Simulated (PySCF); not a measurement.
## Assigning NMR signals

Molfile (atoms numbered from 1):
```
C7H9NOSi
     RDKit          3D

 19 18  0  0  0  0  0  0  0  0999 V2000
   -3.1977   -0.7403    0.5656 C   0  0  0  0  0  0  0  0  0  0  0  0
   -2.0055   -0.0492   -0.0241 C   0  0  0  0  0  0  0  0  0  0  0  0
   -2.3184    1.0851   -0.8958 C   0  0  0  0  0  0  0  0  0  0  0  0
   -1.5470    1.7604   -1.5355 O   0  0  0  0  0  0  0  0  0  0  0  0
   -0.7480   -0.4657    0.2533 C   0  0  0  0  0  0  0  0  0  0  0  0
    0.4726    0.1262   -0.2128 C   0  0  0  0  0  0  0  0  0  0  0  0
    1.6807   -0.3793    0.0798 C   0  0  0  0  0  0  0  0  0  0  0  0
    3.3012    0.3710   -0.4998 Si  0  0  0  0  0  4  0  0  0  0  0  0
    4.5058    0.0215    0.8893 C   0  0  0  0  0  0  0  0  0  0  0  0
    5.2373   -0.2012    1.7423 N   0  0  0  0  0  0  0  0  0  0  0  0
   -3.7785   -0.0397    1.1652 H   0  0  0  0  0  0  0  0  0  0  0  0
   -3.8478   -1.1175   -0.2234 H   0  0  0  0  0  0  0  0  0  0  0  0
   -2.8978   -1.5722    1.1969 H   0  0  0  0  0  0  0  0  0  0  0  0
   -3.4061    1.2979   -0.9403 H   0  0  0  0  0  0  0  0  0  0  0  0
   -0.6302   -1.3266    0.9049 H   0  0  0  0  0  0  0  0  0  0  0  0
    0.3842    1.0164   -0.8169 H   0  0  0  0  0  0  0  0  0  0  0  0
    1.7219   -1.2828    0.6805 H   0  0  0  0  0  0  0  0  0  0  0  0
    3.2324    1.8229   -0.6559 H   0  0  0  0  0  0  0  0  0  0  0  0
    3.8310   -0.3176   -1.6808 H   0  0  0  0  0  0  0  0  0  0  0  0
  1  2  1  0
  2  3  1  0
  3  4  2  0
  2  5  2  0
  5  6  1  0
  6  7  2  0
  7  8  1  0
  8  9  1  0
  9 10  3  0
  1 11  1  0
  1 12  1  0
  1 13  1  0
  3 14  1  0
  5 15  1  0
  6 16  1  0
  7 17  1  0
  8 18  1  0
  8 19  1  0
M  END
```

PySCF 2.14 calculation with geometry from GFN2-xTB and GIAO PBE0/pcSseg-1 shieldings; rapidly exchanging positions averaged, relativity neglected, in vacuum, one computed conformer.

Shifts are taken against calculated references (same method and geometry level): ¹³C (σ = 186.93 ppm) and ¹H (σ = 31.72 ppm) against TMS.

(1) Assign these signals to the numbered atoms. ¹³C{¹H} NMR (computed): δ 199.7 (CH), 156.2 (CH), 149.6 (CH), 139.6 (CH), 137.6 (C), 123.5 (C), 25.4 (CH3).

(2) Assign these signals to the numbered atoms. ¹H NMR (400 MHz, computed): δ 10.07 (s, 1H), 9.00 (m, 1H), 6.61 (d, 1H), 6.28 (m, 1H), 4.80 (d, 2H), 2.28 (s, 3H).

Results:

(1) 
```tsv
δ (ppm)	atoms	environment	reason
199.7	C3	aldehyde carbonyl carbon	low-lying n→π* states of the double bond to the heteroatom give a large paramagnetic term (-255 ppm)
156.2	C6	alkene CH	an sp2 carbon of a C=C bond
149.6	C5	β carbon of a C=C–C=O unit	conjugation with the carbonyl draws π density from the β position
139.6	C7	alkene CH	as expected for a trigonal carbon in a double bond
137.6	C2	α carbon of a C=C–C=O unit	as expected for a trigonal carbon in a double bond
123.5	C9	nitrile carbon	this is the usual window of a C≡N carbon, which has no attached hydrogen
25.4	C1	allylic methyl carbon	aliphatic region, no heteroatom directly attached
```

(2) 
| δ (ppm) | atoms | environment | reason |
| --- | --- | --- | --- |
| 10.07 | H14 | hydrogen on an aldehyde carbonyl carbon | deshielded by the polar, anisotropic C=O bond |
| 9.00 | H16 | hydrogen on an alkene CH | – |
| 6.61 | H15 | hydrogen on a β carbon of a C=C–C=O unit | olefinic region |
| 6.28 | H17 | hydrogen on an alkene CH | attached to an sp2 carbon and in the plane of the double bond |
| 4.80 | H18/H19 | hydrogen on a silicon bonded to 2 C | – |
| 2.28 | H11/H12/H13 | hydrogen on an allylic methyl carbon | allylic position |

Shifts are as computed. Against solution values, carbons near 30 ppm lie about +3 ppm off and those near 130 ppm about +5 ppm. Of 1211 compounds with measured shifts, 218 miss one by over three times the rms of a fit or turn the order of signals round; such compounds aren't used in these exercises. No couplings were computed; multiplicities are counted from neighbouring protons, with m where these are inequivalent, close in shift, in a saturated or five-membered ring or joined by F or P, and br s for small geminal =CH2 splittings.
